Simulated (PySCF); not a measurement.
Species: Tri-n-butylphosphine, C12H27P.
Geometry (PBE0-D3(BJ)/def2-SVP, Å), atoms numbered from 1 in this order:
```
atom  x, y, z in Å
C1     1.9641   -4.2536   -0.3858
C2     2.1243   -2.7865   -0.0215
C3     0.9463   -1.9254   -0.4602
C4     1.0967   -0.4590   -0.0783
P5    -0.2224    0.6566   -0.7697
C6    -1.6967    0.1326    0.2419
C7    -2.5817   -0.9037   -0.4409
C8    -3.7937   -1.3049    0.3897
C9    -4.6788   -2.3326   -0.2970
C10    0.2039    2.2159    0.1491
C11    1.4848    2.8827   -0.3347
C12    1.7749    4.2088    0.3575
C13    3.0551    4.8713   -0.1251
H14    2.8291   -4.8513   -0.0594
H15    1.0653   -4.6856    0.0833
H16    1.8602   -4.3850   -1.4749
H17    3.0499   -2.3880   -0.4736
H18    2.2586   -2.6853    1.0702
H19    0.8162   -2.0096   -1.5543
H20    0.0218   -2.3342   -0.0161
H21    1.1386   -0.3485    1.0213
H22    2.0573   -0.0802   -0.4696
H23   -1.3642   -0.2250    1.2340
H24   -2.2872    1.0473    0.4270
H25   -2.9153   -0.5061   -1.4155
H26   -1.9936   -1.8068   -0.6799
H27   -4.3846   -0.4021    0.6264
H28   -3.4507   -1.6991    1.3630
H29   -5.0654   -1.9495   -1.2551
H30   -5.5444   -2.6062    0.3254
H31   -4.1206   -3.2573   -0.5159
H32    0.2568    2.0146    1.2352
H33   -0.6475    2.9027   -0.0025
H34    2.3434    2.2053   -0.1804
H35    1.4228    3.0430   -1.4260
H36    1.8286    4.0428    1.4482
H37    0.9206    4.8914    0.2015
H38    3.9299    4.2232    0.0464
H39    3.0119    5.0836   -1.2055
H40    3.2409    5.8240    0.3939
```

Theory: TDDFT CAM-B3LYP/def2-SVPD, vertical, gas phase, core orbitals frozen in the response in PySCF 2.14.0, density-fitted response routines.

Frontier orbitals with the atoms that hold most of them (Löwdin shares over 4%, at most four atoms; ? is withheld):

```tsv
orbital	ε (eV)	atoms
HOMO-3	-10.38	C7 13%, C8 13%, C3 8%, C2 7%
HOMO-2	-9.59	C4 20%, P5 16%, C6 10%, C3 8%
HOMO-1	-9.57	C10 18%, P5 17%, C6 12%, C11 8%
HOMO	?	?
LUMO	1.32	C1 10%, C9 8%, C8 7%, C2 6%
LUMO+1	1.45	C13 13%, C12 10%, C11 7%, H36 6%
LUMO+2	1.58	C1 7%, C2 7%, H17 5%, P5 5%
```

Task: Which atoms hold the HOMO, and with what shares?

Result: P5 (bonded to 3 C) 59%; C4 (bonded to C, P and 2 H) 10%; C6 (bonded to C, P and 2 H) 10%; C10 (bonded to C, P and 2 H) 10%. By element: phosphorus 59%, carbon 29% or more.

Task: What is the HOMO energy, and the HOMO–LUMO gap?

Result: ε(HOMO) = -7.54 eV; the gap is 8.86 eV (0.3258 hartree).

Task: The HOMO–LUMO gap is 8.86 eV. Where does the response calculation put the lowest singlet, and from which orbitals?

Result: S1 is at 6.37 eV (f = 0.099), 2.49 eV below the gap, made of HOMO→LUMO+2 (39%), HOMO→LUMO+1 (14%), HOMO→LUMO+4 (9%). Its leading pair isn't HOMO and LUMO; the energies of that pair differ by 9.12 eV. 

Next come S2 at 6.52 eV (f 0.155), HOMO→LUMO+5 (29%), HOMO→LUMO+1 (25%), HOMO→LUMO+2 (16%); S3 at 6.62 eV (f 0.055), HOMO→LUMO (52%), HOMO→LUMO+7 (11%), HOMO→LUMO+3 (9%); S4 at 6.95 eV (f 0.102), HOMO→LUMO+3 (24%), HOMO→LUMO+6 (18%), HOMO→LUMO (14%); S5 at 7.05 eV (f 0.034), HOMO→LUMO+1 (24%), HOMO→LUMO+6 (20%), HOMO→LUMO+7 (17%).

Löwdin shares depend on the basis, the more so with diffuse functions.

One conformer stands for the species.
